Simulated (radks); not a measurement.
Spherical jellium clusters: N electrons in a uniform positive sphere of charge N and radius rs N^(1/3), rs = 4.45 bohr. Calculated with a radial shooting solver with Libxc functionals: non-relativistic Kohn-Sham, PBE, spin-polarised, spherical densities. Levels are named by radial order and angular momentum (1s, 1p, 1d, 2s, ...), and open shells are averaged over m. Each electron was tried in the lowest free levels, single moves between levels near the top were tried too, and the lowest total energy was kept; such a search can miss a lower state. The series stops at N = 10: beyond it a trial failed or the search could not be trusted, so later rows were left out. Energies include the self-energy of the background; IP and EA are vertical (highest electron removed, lowest free level filled), at fixed background; spill-out counts the electrons outside the background radius R, and alpha is the static dipole polarisability from linear response (closed shells only). A dash means not computed or, for alpha, an open shell; in EA it means that no bound solution was reached, which is typical of self-interaction and does not show that the anion is unstable. Real open-shell clusters deform, which this model forbids.

N,open shells,2S,E/N (eV),E(N+1) + E(N-1) - 2E(N) (eV),IP (eV),EA (eV),spill-out (e)
1,"1s(up 1, down 0)",1,-1.444,-,-,-,0.33
2,none,0,-1.725,0.810,4.783,-,0.49
3,"1p(up 1, down 0)",1,-1.549,-0.597,3.636,-,0.76
4,"1p(up 2, down 0)",2,-1.610,-0.375,4.117,-,0.91
5,"1p(up 3, down 0)",3,-1.722,0.452,4.354,-,1.01
6,"1p(up 3, down 1)",2,-1.721,-0.400,3.786,-,1.15
7,"1p(up 3, down 2)",1,-1.778,-0.251,4.113,1.481,1.25
8,none,0,-1.851,0.974,4.294,-,1.34
9,"1d(up 1, down 0)",1,-1.801,-0.251,3.258,-,1.49
10,"1d(up 2, down 0)",2,-1.785,-,3.484,-,1.62

All shells are closed at N = 2, 8 (there: 1s2 1p6); the second difference of the energy has clear peaks (12 % above both neighbours; the first and last values, which can be the largest, are not judged, and half-filled shells can peak too) at N = 5, 8.
